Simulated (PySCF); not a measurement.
From computed data to an observable: oscillator strength and radiative lifetime

In(Cl)(Br)(Me) (CH₃BrClIn), SMILES [Br][In]([Cl])[CH3].

Geometry optimised at PBE-D3(BJ)/def2-SVP. The structure was generated by enumeration; whether it is a known compound was not checked. The def2 effective core potentials stand for the cores of In; spin–orbit coupling is left out.

TDA-LC-ωPBE/def2-SVPD in PySCF 2.14.0 puts the first singlet state with f over 0.02 at 5.81 eV (vertical), with the transition dipole (0.544, 0.166, 0.264) in atomic units.

Find the oscillator strength, the wavelength and the radiative lifetime that this transition would have in vacuum if emission retraced absorption.


|μ|² = 0.3932 au, so |μ| = 1.59 D. ΔE = 5.81/27.211 = 0.2135 hartree. f = (2/3) ΔE |μ|² = 0.056 (the program prints 0.056).
λ = 1239.84/5.81 = 213 nm; ν = 46861 cm⁻¹.
Einstein's coefficient A = 0.6670 ν² f s⁻¹ (ν in cm⁻¹) = 8.2e7 s⁻¹, so τ = 1/A = 12 ns. This state is S1. The figure is the radiative limit of this one transition; relaxation, internal conversion, crossing to triplets and a medium change what is measured.
